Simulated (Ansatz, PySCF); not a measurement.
Gas-phase reaction in SMILES: FSF -> F atom + F[S] (the F-S bond at the site shown breaks; other sites are not compared here)
Structures are relaxed separately at B3LYP-D3(BJ)/def2-TZVP in Ansatz (a quantum-chemistry and plane-wave program).

Wanted: bond dissociation energy (0 K, with B3LYP-D3(BJ) harmonic zero-point energies from PySCF), in kcal/mol. Correlated levels leave the core frozen unless marked. Open shells are spin-unrestricted. No spin-orbit coupling. Non-relativistic. Basis-set limits of correlation are two-point, X^-3; Hartree-Fock from the larger set.

Level to compare with: CCSD(T)/CBS(cc-pV(T+d)Z,cc-pV(Q+d)Z) (Ansatz), 89.9 kcal/mol. It is a level with limits of its own, and the differences hold the functionals' basis error too.

Task: Rank these functionals by how close they come to CCSD(T)/CBS(cc-pV(T+d)Z,cc-pV(Q+d)Z), closest first: BHLYP/def2-TZVPD (Ansatz); r2SCAN0/def2-TZVPD (Ansatz); wB97X-V/def2-TZVPD (Ansatz); r2SCANh/def2-TZVPD (Ansatz).

Result: wB97X-V/def2-TZVPD (range-separated hybrid with VV10, 89.0 kcal/mol, difference -0.9), r2SCANh/def2-TZVPD (hybrid meta-GGA, 85.8 kcal/mol, difference -4.1), r2SCAN0/def2-TZVPD (hybrid meta-GGA, 81.7 kcal/mol, difference -8.2), BHLYP/def2-TZVPD (global hybrid, 76.0 kcal/mol, difference -13.9)
